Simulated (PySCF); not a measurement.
H$_{3}$S, charge +1, singlet, at a GFN2-xTB geometry; PySCF with B3LYP/6-31G*.

The PySCF input:
```python
from pyscf import gto, scf, dft

mol = gto.M(
    atom='''
S     0.105582   -0.001908    0.046136
H    -0.318222    0.997054   -0.765660
H    -0.350826   -0.980451   -0.772822
H    -1.020267    0.013923    0.800299
''',
    basis='6-31g*',
    charge=1,
    spin=0,
    verbose=4,
)

mf = dft.RKS(mol)
mf.xc = 'b3lyp'
mf.grids.atom_grid = (75, 302)
mf.kernel()
```

What the program printed (banner, timings and long lists left out):

```
PySCF version 2.14.0

[INPUT] verbose = 4
[INPUT] num. atoms = 4
[INPUT] num. electrons = 18
[INPUT] charge = 1
[INPUT] spin (= nelec alpha-beta = 2S) = 0
[INPUT] symmetry False subgroup None
[INPUT] Mole.unit = angstrom
[INPUT] Symbol           X                Y                Z      unit          X                Y                Z       unit  Magmom
[INPUT]  1 S      0.105582000000  -0.001908000000   0.046136000000 AA    0.199521063684  -0.003605597446   0.087184404483 Bohr   0.0
[INPUT]  2 H     -0.318222000000   0.997054000000  -0.765660000000 AA   -0.601352426811   1.884158991402  -1.446887704534 Bohr   0.0
[INPUT]  3 H     -0.350826000000  -0.980451000000  -0.772822000000 AA   -0.662965057377  -1.852783868556  -1.460421923039 Bohr   0.0
[INPUT]  4 H     -1.020267000000   0.013923000000   0.800299000000 AA   -1.928025203932   0.026310656832   1.512345927763 Bohr   0.0

nuclear repulsion = 19.5457742909124
number of shells = 14
number of NR pGTOs = 63
number of NR cGTOs = 24
basis = 6-31g*
ecp = {}

******** <class 'pyscf.dft.rks.RKS'> ********
method = RKS
initial guess = minao
damping factor = 0
level_shift factor = 0
DIIS = <class 'pyscf.scf.diis.CDIIS'>
diis_start_cycle = 1
diis_space = 8
diis_damp = 0
SCF conv_tol = 1e-09
SCF conv_tol_grad = None
SCF max_cycles = 50
direct_scf = True
direct_scf_tol = 1e-13
XC library pyscf.dft.libxc version 7.1.2
    S. Lehtola, C. Steigemann, M. J. T. Oliveira, and M. A. L. Marques,  SoftwareX 7, 1–5 (2018)
XC functionals = b3lyp
    P. J. Stephens, F. J. Devlin, C. F. Chabalowski, and M. J. Frisch,  J. Phys. Chem. 98, 11623 (1994)
radial grids:
    Treutler-Ahlrichs [JCP 102, 346 (1995); DOI:10.1063/1.469408] (M4) radial grids

becke partition: Becke, JCP 88, 2547 (1988); DOI:10.1063/1.454033
pruning grids: <function nwchem_prune>
grids dens level: 3
symmetrized grids: False
atomic radii adjust function: <function treutler_atomic_radii_adjust>
User specified grid scheme (75, 302)
small_rho_cutoff = 0
Set gradient conv threshold to 3.16228e-05
Initial guess from minao.
tot grids = 58168
init E= -399.948196284076
  HOMO = -0.381205073110068  LUMO = -0.0194550907938596  gap/eV = 9.84372
cycle= 1 E= -399.64769580847  delta_E= 0.301  |g|= 0.161  |ddm|= 1.57
  HOMO = -0.679544297069094  LUMO = -0.285550604552616  gap/eV = 10.72111
cycle= 2 E= -399.656661978596  delta_E= -0.00897  |g|= 0.0784  |ddm|= 0.375
  HOMO = -0.659632928942805  LUMO = -0.266947170454221  gap/eV = 10.68552
cycle= 3 E= -399.658518247506  delta_E= -0.00186  |g|= 0.0117  |ddm|= 0.125
  HOMO = -0.661339257913724  LUMO = -0.26689719660751  gap/eV = 10.73332
cycle= 4 E= -399.658555345837  delta_E= -3.71e-05  |g|= 0.00442  |ddm|= 0.0193
  HOMO = -0.660153190432322  LUMO = -0.266300176739975  gap/eV = 10.71729
cycle= 5 E= -399.658562156825  delta_E= -6.81e-06  |g|= 0.000177  |ddm|= 0.00607
  HOMO = -0.66018763555919  LUMO = -0.266313026373517  gap/eV = 10.71787
cycle= 6 E= -399.658562166258  delta_E= -9.43e-09  |g|= 1.67e-05  |ddm|= 0.000195
  HOMO = -0.660191483093487  LUMO = -0.266315004419323  gap/eV = 10.71792
cycle= 7 E= -399.658562166352  delta_E= -9.42e-11  |g|= 3.71e-07  |ddm|= 2.21e-05
  HOMO = -0.660191551277231  LUMO = -0.266315020069017  gap/eV = 10.71793
Extra cycle  E= -399.658562166352  delta_E= 5.68e-13  |g|= 1.79e-07  |ddm|= 7.7e-07
converged SCF energy = -399.658562166352
```
